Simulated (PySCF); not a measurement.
# ²⁹Si chemical shifts

- GFN2-xTB structure
- NMR shieldings at PBE0/pcSseg-1/GIAO
- code: PySCF 2.14
- a single conformation, in vacuum, equivalent nuclei averaged, non-relativistic

Shieldings were converted by a linear fit to measured shifts: ²⁹Si (scatter 8.9 ppm rms, 25.8 ppm with the 6 outliers that the fit left out vs TMS, solution or neat liquid). Occasional misses reach two or three times the rms, and more in compound classes unlike the fitted ones.

Q: Give the ²⁹Si shifts of `C#C[Si@@H]1OCC[C@@H]1F`, `CCC1=CO[SiH2]C=CO1`, `C=CC(=O)[Si@@H](F)C=C`, `C=C(C)[C@@H]1C[SiH2][C@@H]1C[SiH3]`, `N#C/C=C/C(=O)[SiH2]C=O`.

A: 
```json
{"compound": "C#C[Si@@H]1OCC[C@@H]1F", "environment": "silicon bonded to 2 C, O, H, in a 5-membered ring", "δ (ppm)": "-22.6"}
{"compound": "CCC1=CO[SiH2]C=CO1", "environment": "silicon bonded to C, O, 2 H, in a 7-membered ring", "δ (ppm)": "-26.2"}
{"compound": "C=CC(=O)[Si@@H](F)C=C", "environment": "silicon bonded to 2 C, F, H", "δ (ppm)": "-32.9"}
{"compound": "[CH2:1]=[C:2]([CH3:3])[C@@H:4]1[CH2:5][SiH2:6][C@@H:7]1[CH2:8][SiH3:9]", "environment": "Si6: silicon bonded to 2 C, 2 H, in a 4-membered ring", "δ (ppm)": "-29.9"}
{"compound": "[CH2:1]=[C:2]([CH3:3])[C@@H:4]1[CH2:5][SiH2:6][C@@H:7]1[CH2:8][SiH3:9]", "environment": "Si9: silicon bonded to C, 3 H", "δ (ppm)": "-61.9"}
{"compound": "N#C/C=C/C(=O)[SiH2]C=O", "environment": "silicon bonded to 2 C, 2 H", "δ (ppm)": "-66.9"}
```

Q: Order these by ²⁹Si shift, lowest first.
A. N#C[SiH2]C1=CCOC1=O
B. C=C/C=C(\C)[SiH2]OC=O
C. C#CC[SiH2]O/C=C/F

A: A (-73.2 ppm, silicon bonded to 2 C, 2 H), B (-36.0 ppm, silicon bonded to C, O, 2 H), C (-27.1 ppm, silicon bonded to C, O, 2 H).
